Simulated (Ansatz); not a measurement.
Basis-set extrapolation for `O[SiH2]O[SiH](F)F` (PBE0-D4/def2-TZVP geometry, frozen core, the Gaussian-basis code of Ansatz). Multiplicity 1, RHF reference.

|  | def2-TZVPP | def2-QZVPP |
| --- | --- | --- |
| HF | -929.299894 | -929.337128 |
| MP2 correlation | -1.203190 | -1.310543 |
| CCSD(T) correlation | -1.265499 | not run |

Energies in hartree. Use E(X) = E(∞) + A·exp(−7.88·√X) for Hartree–Fock and E(X) = E(∞) + B·X^(−2.97) for correlation, with X = 3 and 4, and add CCSD(T) minus MP2 of the smaller set to the MP2 limit.

Task: What is the CCSD(T) energy at the basis-set limit?

Result: HF limit: -929.337128 + (-0.037234) × 0.13774 = -929.34226. MP2 limit: -1.310543 + (-0.107353) × 0.74074 = -1.39006. Higher-order term: -1.265499 − (-1.203190) = -0.06231. Total: -930.79463 hartree, 601.9 kJ/mol below CCSD(T)/def2-TZVPP.
